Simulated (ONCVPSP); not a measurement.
## Sc: variants of one ONCV potential

Base potential:

* Element: Sc
* Generator: ONCVPSP 4.0.1
* Type: optimised norm-conserving Vanderbilt (ONCV)
* Functional: PBE
* Relativity: non-relativistic
* Frozen core: [Ne]
* Valence charge: 11
* Reference configuration: 3s2 3p6 3d1.5 4s1.5
* Partial waves: 3s+4s: rc 1.85 bohr, ncon 4, nbas 8, qcut 7.7 1/bohr, 3 projectors, debl 1.7 Ha; 3p: rc 1.85 bohr, ncon 4, nbas 7, qcut 8.8 1/bohr, 2 projectors, debl 2 Ha; 3d: rc 2.00 bohr, ncon 4, nbas 9, qcut 7.9 1/bohr, 2 projectors, debl 3.5 Ha
* Local potential: polynomial inside 1.70 bohr (lpopt 2, dvloc0 0 Ha)
* Core correction: Teter function, fcfact 4, rcfact 1.55

Cutoffs, loose and tight: the cutoffs (Ha) at which the residual kinetic energy of the hardest occupied pseudo-wave falls to 1 and 0.1 mHa per electron. They do not see the model core or the augmentation charge, which bear on the density cutoff. Test errors are all-electron minus pseudo excitation energies from the reference, over the configurations 3s2 3p6 3d1 4s2; 3s2 3p6 3d1 4s1; 3s2 3p6 3d1 4s0; 3s2 3p6 3d0 4s2 4p1. A dash means not determined; rows that change the core or the reference have their own tests.

```tsv
change	outcome	cutoff, loose	cutoff, tight	bound ghosts	GHOST(+) flags above zero	largest test error (meV)
base	generated	22 Ha	26 Ha	none	none	+115
core correction Teter function, fcfact 4, rcfact 0.96	generated	22 Ha	26 Ha	none	none	+112
core correction Teter function, fcfact 4, rcfact 1.12	generated	22 Ha	26 Ha	none	none	+113
core correction Teter function, fcfact 4, rcfact 1.38	generated	22 Ha	26 Ha	none	none	+115
core correction Teter function, fcfact 4, rcfact 1.48	generated	22 Ha	26 Ha	none	none	+115
core correction Teter function, fcfact 4, rcfact 1.7	generated	22 Ha	26 Ha	none	none	+114
core correction Teter function, fcfact 4, rcfact 1.86	generated	22 Ha	26 Ha	none	none	+109
core correction Teter function, fcfact 4, rcfact 2	generated	22 Ha	26 Ha	none	none	+100
```

Reading the sweep of the rcfact (base included, trends over the rows without a ghost): The loose cutoff stays near 22 Ha. The median size of the test errors (rows with all tests solved) stays near 4.7 meV.
